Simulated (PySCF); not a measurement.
Computed shifts of a molecule CH10N2Si3, PBE0/pcSseg-1 run with PySCF, GIAO, gas phase, atoms alike by connectivity averaged where their shifts nearly agree, in ppm (number of nuclei): ¹⁵N: 54.8 (1), 38.4 (1). ²⁹Si: -23.4 (1), -28.3 (1), -73.0 (1). ¹³C: -13.5 (1). ¹H: 5.37 (1), 5.23 (1), 5.07 (1), 4.20 (2), 1.48 (1), 1.00 (1), 0.73 (1), 0.39 (1), 0.28 (1). References: ¹⁵N against NH3 (σ = 267.4 ppm); ²⁹Si against TMS (σ = 352.7 ppm); ¹³C against TMS (σ = 186.3 ppm); ¹H against TMS (σ = 31.56 ppm), references at their B3LYP-D3(BJ)/def2-TZVP geometries, non-relativistic. Geometry: PBE0-D3(BJ)/def2-SVP. The values are those of a single conformer.

### Question
Which structure fits?
(A) C[Si]1(N)[SiH2]N[SiH2]1
(B) N[Si@H]1C[SiH2][SiH2]N1
(C) N[Si@@H]1N[SiH2]C[SiH2]1
(D) NC1[SiH2]N([SiH3])[SiH2]1

### Answer
C, N[Si@@H]1N[SiH2]C[SiH2]1
